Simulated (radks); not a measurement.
The numbers below are computed, except where a source is named.
Q: These are the eigenvalues of the occupied orbitals of an atom or ion with whole-number occupations (eV). Code: a radial shooting solver on a logarithmic mesh with Libxc functionals. Model: scalar-relativistic Kohn-Sham, PBE, spin-polarised, spherical densities, finite nucleus; Fermi nuclear charge, rms radius of each element as measured or else 0.836 A^(1/3) + 0.57 fm.

| orbital | eigenvalue |
|---|---|
| 1s up | -29018.31 |
| 1s down | -29018.29 |
| 2s up | -4385.740 |
| 2s down | -4385.734 |
| 2p up | -3937.817 |
| 2p down | -3937.803 |
| 3s up | -851.0498 |
| 3s down | -851.0341 |
| 3p up | -704.6557 |
| 3p down | -704.6377 |
| 3d up | -479.2663 |
| 3d down | -479.2500 |
| 4s up | -139.7647 |
| 4s down | -139.7264 |
| 4p up | -95.5463 |
| 4p down | -95.5033 |
| 4d up | -31.6970 |
| 4d down | -31.5832 |
| 5s up | -16.0494 |
| 5s down | -15.2705 |
| 5p up | -8.5654 |
| 6d up | -0.6912 |

Which element is it, and in what charge state? The configuration may be excited. Open shells, if any, are filled with parallel spins first.

A: Z = 50, tin, charge 0: Sn in [Kr] 4d10 5s2 5p1 6d1. The list shows which subshells hold electrons but not how many an open one holds; the 1s level, -1066.4 hartree, gives Z - s = 46.2 by -(Z - s)^2/2, which with screening and relativity narrows Z to a few neighbours, and the depths of the outer levels then fix element, charge and occupations together.
